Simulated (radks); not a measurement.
The numbers below are computed, except where a source is named.
The bromine anion Br-, [Kr], held by a Watson sphere: a shell of charge +1.28 at radius R that stands for the Madelung well of a crystal (potential energy -1.28/R inside, -1.28/r outside, in hartree with lengths in bohr). Level of theory: scalar-relativistic Kohn-Sham, LB94 model potential, spin-polarised, spherical densities, finite nucleus; Fermi nuclear charge, rms radius of each element as measured or else 0.836 A^(1/3) + 0.57 fm (a radial shooting solver on a logarithmic mesh with Libxc functionals). Response by self-consistent Sternheimer equations with the Hartree and adiabatic LDA kernel, the relativistic mass of each level held fixed and spin-orbit coupling left out. The sphere does not respond.

| R (bohr) | e(3d) (eV) | e(4s) (eV) | e(4p) (eV) | <r> 4p (bohr) | sum of <r^2> (bohr^2) | X-ray form factor at sin(theta)/lambda = 0.2 1/angstrom | alpha (bohr^3) |
|---|---|---|---|---|---|---|---|
| 2.68 | -77.730 | -26.928 | -14.721 | 2.131 | 46.00 | 27.930 | 24.32 |
| 2.86 | -77.400 | -26.496 | -14.322 | 2.149 | 46.64 | 27.907 | 25.71 |
| 3.27 | -76.658 | -25.593 | -13.454 | 2.182 | 47.88 | 27.875 | 28.81 |
| 3.64 | -76.017 | -24.867 | -12.735 | 2.204 | 48.73 | 27.861 | 31.41 |
| 3.87 | -75.637 | -24.454 | -12.323 | 2.214 | 49.16 | 27.856 | 32.89 |
| 3.91 | -75.573 | -24.385 | -12.253 | 2.216 | 49.23 | 27.856 | 33.14 |
